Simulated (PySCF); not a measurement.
**Electronic structure of Co (cobalt, neutral) at the TPSSh level**

Configuration: [Ar] 3d9, 2D determinant (an excited configuration). All numbers are calculated (PySCF 2.14, the spin-free X2C one-electron Hamiltonian (Gaussian nucleus), in aug-cc-pwCVTZ-DK (10s9p7d4f3g, 127 functions)).

```json
{"Total energy": "-1393.139 hartree", "One-electron energy": "-1933.704 hartree", "Hartree (Coulomb) energy": "600.687 hartree", "Exchange-correlation energy": "-60.122 hartree", "⟨S²⟩": "0.7607", "⟨L²⟩": "6.070", "Sum of ⟨r⟩": "20.53 bohr", "Sum of ⟨r²⟩": "32.01 bohr²", "Traceless quadrupole moment −½Σ⟨3z² − r²⟩ along its main axis": "-1.44 e·bohr²", "Langevin diamagnetic susceptibility": "-25.4 ×10⁻⁶ cm³/mol", "Time after the integrals": "roughly 12 core-seconds"}
```

```
shell  electrons  mean orbital energy (eV)  spread (eV)  rms radius, mean of both spins (bohr)
 1s β          1                   -7611.1            0                                 0.0648
 1s α          1                   -7611.1            0                                 0.0648
 2s α          1                   -899.29            0                                  0.277
 2s β          1                   -898.82            0                                  0.277
 2p α          3                   -767.45        0.694                                  0.249
 2p β          3                   -767.05        0.334                                  0.249
 3s α          1                   -98.173            0                                  0.838
 3s β          1                   -96.885            0                                  0.838
 3p α          3                   -60.532        1.535                                  0.901
 3p β          3                   -59.203        0.251                                  0.901
 3d α          5                    -2.615        1.675                                   1.67
 3d β          4                    -1.762        1.285                                   1.67
```

Densities and radii are taken from the X2C orbitals without a picture-change correction, which distorts them close to the nucleus.
